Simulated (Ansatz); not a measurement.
The inner images of a band of CH2O2Se (6 atoms, charge 0, multiplicity 1) are given out of order.

The calculation used RKS B3LYP/def2-SVP (Ansatz).

First end point:

```xyz
6
Properties=species:S:1:pos:R:3
O 0.502 1.128 -0.443
C 0.002 -0.016 -0.012
O 0.481 -0.286 1.188
Se -1.163 -1.053 -0.926
H 0.129 1.293 -1.325
H 0.092 -1.130 1.472
```

Last end point:

```xyz
6
Properties=species:S:1:pos:R:3
O 0.470 0.906 -0.241
C -0.182 -0.247 -0.074
O 0.102 -0.795 1.094
Se -1.299 -0.961 -1.284
H 0.221 1.257 -1.113
H 0.730 -0.225 1.573
```

Put them in order from the first end to the last, with their energies above the first end.
A.
```xyz
6
Properties=species:S:1:pos:R:3
O 0.468 0.946 -0.259
C -0.223 -0.174 -0.042
O -0.033 -0.671 1.170
Se -1.286 -0.951 -1.260
H 0.274 1.222 -1.174
H 0.842 -0.436 1.519
```
B.
```xyz
6
Properties=species:S:1:pos:R:3
O 0.494 1.062 -0.397
C -0.144 -0.028 0.003
O 0.131 -0.236 1.293
Se -1.250 -0.979 -1.052
H 0.263 1.209 -1.329
H 0.549 -1.094 1.435
```
C.
```xyz
6
Properties=species:S:1:pos:R:3
O 0.495 0.978 -0.309
C -0.224 -0.106 -0.019
O -0.083 -0.503 1.244
Se -1.292 -0.939 -1.192
H 0.306 1.200 -1.239
H 0.840 -0.695 1.468
```
D.
```xyz
6
Properties=species:S:1:pos:R:3
O 0.514 1.009 -0.361
C -0.197 -0.055 -0.002
O -0.019 -0.340 1.294
Se -1.301 -0.933 -1.110
H 0.310 1.189 -1.296
H 0.734 -0.935 1.430
```
E.
```xyz
6
Properties=species:S:1:pos:R:3
O 0.487 1.107 -0.424
C -0.078 -0.009 0.004
O 0.318 -0.222 1.252
Se -1.211 -1.010 -0.984
H 0.208 1.237 -1.345
H 0.318 -1.167 1.450
```

E (+0.14 eV), B (+0.41 eV), D (+0.54 eV), C (+0.44 eV), A (+0.24 eV).

The run took 2.1 min on 1 thread of Arm Neoverse V1, with other jobs on the host, peak memory 0.18 GiB.
